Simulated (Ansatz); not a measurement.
Steps of a relaxation of `[CH3][AlH][SiH2][GaH2]` with RKS PBE0-D4/def2-TZVP.

```sh
$ ansatz run in.yaml --threads 4 --pin off --events-out ev --progress --plain --max-ram 10444MiB
```

```yaml
crystal:
  periodic: [false, false, false]
  atoms:
    - {symbol: C, position_ang: [-1.645200, 2.229930, -0.337360]}
    - {symbol: Al, position_ang: [-0.494940, 0.627690, -0.103010]}
    - {symbol: Si, position_ang: [1.598950, -0.269040, 0.749430]}
    - {symbol: Ga, position_ang: [1.001480, -2.509730, -0.064200]}
    - {symbol: H, position_ang: [-1.309300, 3.142060, 0.173800]}
    - {symbol: H, position_ang: [-2.663110, 2.020420, 0.024420]}
    - {symbol: H, position_ang: [-1.759230, 2.490040, -1.399690]}
    - {symbol: H, position_ang: [-1.162090, -0.714040, -0.703980]}
    - {symbol: H, position_ang: [1.888230, -0.295610, 2.216130]}
    - {symbol: H, position_ang: [2.924610, 0.161640, 0.210270]}
    - {symbol: H, position_ang: [1.341700, -3.160830, -1.523130]}
    - {symbol: H, position_ang: [0.278900, -3.722530, 0.757320]}
basis:
  gaussian: {orbitals: def2-TZVP}
hamiltonian: {xc: pbe0, dispersion: d4}
relax: {f_tol: 0.005, max_steps: 150}
```

Positions (Å) and forces (eV/Å) along the path, 11 of 63 steps:

```xyz
12
step=1 energy=-68005.3937 eV
C    -1.645    2.230   -0.337    0.187    0.165    0.207
Al   -0.495    0.628   -0.103   -0.551    0.164   -0.242
Si    1.599   -0.269    0.749    0.416   -0.440    0.124
Ga    1.001   -2.510   -0.064    0.000   -0.833   -0.217
H    -1.309    3.142    0.174    0.044   -0.201   -0.057
H    -2.663    2.020    0.024    0.191   -0.124   -0.023
H    -1.759    2.490   -1.400    0.114   -0.169    0.081
H    -1.162   -0.714   -0.704   -0.043   -0.041   -0.033
H     1.888   -0.296    2.216   -0.309    0.035    0.040
H     2.925    0.162    0.210   -0.154    0.105   -0.256
H     1.342   -3.161   -1.523   -0.046    0.612    0.406
H     0.279   -3.723    0.757    0.152    0.726   -0.030
12
step=10 energy=-68005.7169 eV
C    -1.478    2.217   -0.256   -0.003   -0.021   -0.013
Al   -0.766    0.400   -0.254   -0.001    0.035    0.007
Si    1.394   -0.358    0.644    0.024    0.007    0.009
Ga    1.236   -2.643   -0.002    0.002   -0.095   -0.018
H    -0.850    2.942    0.263    0.014   -0.007    0.007
H    -2.473    2.231    0.202   -0.004    0.014   -0.009
H    -1.607    2.556   -1.290   -0.013    0.009    0.012
H    -1.638   -0.763   -0.918   -0.037    0.015   -0.011
H     1.473   -0.156    2.120   -0.010    0.013   -0.001
H     2.530    0.373    0.011   -0.003    0.012    0.001
H     1.676   -3.108   -1.442    0.008    0.006    0.024
H     0.504   -3.690    0.921    0.023    0.011   -0.006
12
step=14 energy=-68005.7398 eV
C    -1.440    2.305   -0.228    0.000    0.101    0.014
Al   -0.945    0.428   -0.320    0.021   -0.162   -0.010
Si    1.198   -0.445    0.529   -0.009    0.023   -0.007
Ga    1.412   -2.778    0.041   -0.009    0.009   -0.001
H    -0.702    2.920    0.290   -0.010    0.029    0.000
H    -2.405    2.423    0.275    0.002    0.003    0.006
H    -1.568    2.708   -1.240    0.004    0.009   -0.002
H    -1.975   -0.596   -0.979   -0.011   -0.007   -0.007
H     1.248   -0.189    2.002    0.000   -0.003    0.006
H     2.307    0.353   -0.077    0.007   -0.002   -0.001
H     2.025   -3.265   -1.325    0.000   -0.001    0.008
H     0.846   -3.864    1.031    0.007    0.002   -0.007
12
step=16 energy=-68005.7411 eV
C    -1.431    2.307   -0.231    0.004   -0.007    0.000
Al   -0.959    0.415   -0.320   -0.007   -0.003   -0.001
Si    1.188   -0.446    0.529    0.001    0.002    0.000
Ga    1.418   -2.775    0.039    0.002   -0.008   -0.002
H    -0.686    2.918    0.283    0.001    0.003    0.000
H    -2.392    2.437    0.277   -0.002    0.002    0.000
H    -1.559    2.708   -1.242   -0.001    0.003   -0.002
H    -2.001   -0.605   -0.967    0.003    0.004    0.003
H     1.230   -0.194    2.003   -0.001    0.000    0.000
H     2.295    0.361   -0.073    0.000    0.001    0.001
H     2.038   -3.259   -1.325    0.000    0.002    0.001
H     0.859   -3.867    1.026    0.001    0.001    0.000
12
step=19 energy=-68005.7415 eV
C    -1.406    2.322   -0.268   -0.023    0.069    0.035
Al   -1.009    0.407   -0.276    0.000    0.032    0.011
Si    1.145   -0.467    0.541    0.000    0.008    0.009
Ga    1.457   -2.781    0.009    0.010    0.024   -0.006
H    -0.618    2.928    0.190   -0.051   -0.049   -0.030
H    -2.344    2.519    0.268    0.077   -0.031   -0.038
H    -1.557    2.685   -1.292    0.010   -0.028    0.028
H    -2.115   -0.605   -0.816   -0.002   -0.004   -0.001
H     1.154   -0.269    2.026    0.000   -0.001   -0.015
H     2.246    0.388   -0.004   -0.011   -0.019    0.007
H     2.130   -3.220   -1.346   -0.007   -0.002    0.004
H     0.917   -3.907    0.969   -0.003    0.002   -0.005
12
step=20 energy=-68005.7417 eV
C    -1.405    2.321   -0.270   -0.018    0.055    0.037
Al   -1.011    0.407   -0.268   -0.004    0.022   -0.014
Si    1.143   -0.467    0.548    0.027    0.006    0.000
Ga    1.462   -2.777    0.006   -0.030    0.010   -0.003
H    -0.616    2.928    0.182   -0.046   -0.042   -0.026
H    -2.342    2.522    0.266    0.066   -0.023   -0.035
H    -1.557    2.678   -1.297    0.007   -0.024    0.025
H    -2.117   -0.608   -0.809    0.005    0.004    0.009
H     1.152   -0.269    2.033    0.003   -0.009   -0.014
H     2.248    0.383    0.003   -0.021   -0.001    0.011
H     2.127   -3.216   -1.353    0.001    0.009    0.012
H     0.915   -3.902    0.961    0.008   -0.007   -0.002
12
step=24 energy=-68005.7455 eV
C    -1.375    2.320   -0.354    0.050   -0.080   -0.063
Al   -1.033    0.403   -0.151   -0.087    0.012   -0.016
Si    1.131   -0.473    0.626    0.005    0.014    0.035
Ga    1.467   -2.740   -0.067    0.017   -0.020    0.000
H    -0.553    2.949   -0.007   -0.009   -0.013   -0.008
H    -2.281    2.601    0.192   -0.025    0.019   -0.012
H    -1.557    2.553   -1.412   -0.007    0.001    0.076
H    -2.210   -0.629   -0.494    0.075    0.061    0.024
H     1.097   -0.403    2.124    0.001   -0.002   -0.039
H     2.233    0.433    0.179   -0.013   -0.023    0.009
H     2.163   -3.080   -1.439   -0.012    0.005    0.012
H     0.919   -3.934    0.803    0.005    0.025   -0.019
12
step=31 energy=-68005.7557 eV
C    -1.328    2.271   -0.503   -0.054    0.095    0.013
Al   -1.077    0.416    0.070   -0.042    0.052   -0.013
Si    1.095   -0.486    0.777    0.007   -0.029    0.028
Ga    1.476   -2.648   -0.191    0.005    0.003    0.000
H    -0.456    2.909   -0.328   -0.065   -0.085   -0.016
H    -2.189    2.721    0.012    0.106   -0.073   -0.068
H    -1.559    2.310   -1.577    0.019   -0.019    0.085
H    -2.333   -0.573    0.072    0.044    0.034    0.004
H     1.039   -0.630    2.269    0.000    0.002   -0.049
H     2.205    0.464    0.467   -0.014   -0.004    0.003
H     2.185   -2.808   -1.591   -0.014    0.008    0.027
H     0.940   -3.946    0.523    0.008    0.016   -0.015
12
step=58 energy=-68005.7718 eV
C    -1.199    1.978   -0.792    0.005    0.009   -0.012
Al   -1.153    0.530    0.516    0.002   -0.005    0.003
Si    0.959   -0.553    1.126    0.000    0.001   -0.002
Ga    1.458   -2.309   -0.430   -0.001    0.002   -0.002
H    -0.209    2.353   -1.060   -0.010   -0.004    0.003
H    -1.797    2.818   -0.426    0.003   -0.002   -0.002
H    -1.685    1.631   -1.712    0.002    0.003    0.006
H    -2.514   -0.017    1.135   -0.001   -0.001    0.001
H     0.894   -1.108    2.510    0.000   -0.001    0.004
H     2.064    0.453    1.085    0.000    0.000    0.000
H     2.191   -1.988   -1.785    0.001    0.000   -0.001
H     0.989   -3.788   -0.168    0.000   -0.002    0.001
12
step=60 energy=-68005.7718 eV rejected
C    -1.195    1.967   -0.799   -0.004   -0.001   -0.002
Al   -1.154    0.533    0.523    0.000   -0.005    0.004
Si    0.954   -0.556    1.136    0.005    0.004   -0.005
Ga    1.461   -2.297   -0.434   -0.013    0.000   -0.002
H    -0.204    2.321   -1.087    0.006    0.005   -0.001
H    -1.772    2.823   -0.432    0.001    0.001    0.000
H    -1.704    1.621   -1.707   -0.002   -0.001   -0.001
H    -2.517    0.002    1.154   -0.001   -0.001    0.000
H     0.886   -1.121    2.516    0.000   -0.001    0.003
H     2.059    0.450    1.103    0.000    0.003    0.002
H     2.187   -1.963   -1.790    0.004    0.001    0.002
H     0.998   -3.780   -0.183    0.004   -0.005    0.000
12
step=63 energy=-68005.7718 eV
C    -1.196    1.968   -0.799    0.002   -0.003   -0.001
Al   -1.155    0.532    0.523   -0.001    0.004   -0.001
Si    0.954   -0.556    1.135    0.000   -0.002    0.002
Ga    1.460   -2.298   -0.434   -0.001   -0.001   -0.001
H    -0.203    2.318   -1.091   -0.002    0.000    0.000
H    -1.767    2.825   -0.429    0.001    0.000    0.000
H    -1.709    1.625   -1.705    0.000    0.001    0.001
H    -2.518    0.001    1.152    0.001   -0.001    0.000
H     0.886   -1.120    2.516    0.000    0.001   -0.001
H     2.059    0.450    1.103   -0.001    0.001    0.000
H     2.189   -1.963   -1.788    0.000    0.000    0.000
H     1.001   -3.783   -0.182    0.000    0.000    0.000
```

Run time 3.5 min (4 threads of an Arm Neoverse V2 on a shared host); peak host memory 0.64 GiB.
